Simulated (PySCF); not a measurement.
Al(Me)2(Cl) anion (C2H6AlCl), SMILES [CH3][Al]([CH3])[Cl] (connectivity only; charge and spin as stated), charge -1, multiplicity 2. Atoms are numbered in the order given.

```xyz
10

Al     0.4525    -0.5524     0.0000
C      1.2647     0.2363     1.6658
H      1.1510     1.3380     1.6500
H      2.3456     0.0172     1.7390
H      0.7897    -0.1275     2.5921
C      1.2647     0.2363    -1.6658
H      1.1510     1.3380    -1.6500
H      0.7897    -0.1275    -2.5921
H      2.3456     0.0172    -1.7390
Cl    -1.7431     0.1112     0.0000
```
Charge -1, spin multiplicity 2.

Coordinates come from a B3LYP-D3(BJ)/def2-SVPD optimisation. The spin state was assumed, not searched. The isomer is the one that the SMILES or the coordinates give; other isomers of the formula were not compared.

These are PySCF with M06-2X/def2-SVPD values and carry that method's errors.

Isolated molecule, no solvent.

Computed frontier levels, dipole moment and polarisability:
The α spin, highest occupied and lowest empty level is -0.32 and 4.64 eV, the β spin, highest occupied and lowest empty level is -3.85 and 0.74 eV and the dipole moment about the centre of nuclear charge is 1.82 D. The mean static polarisability is 107.0 bohr³ (15.86 Å³) and the polarisability, principal values is 99.5, 110.5, 111.2 bohr³. The ⟨S²⟩ comes out as 0.753 (pure state 0.75).
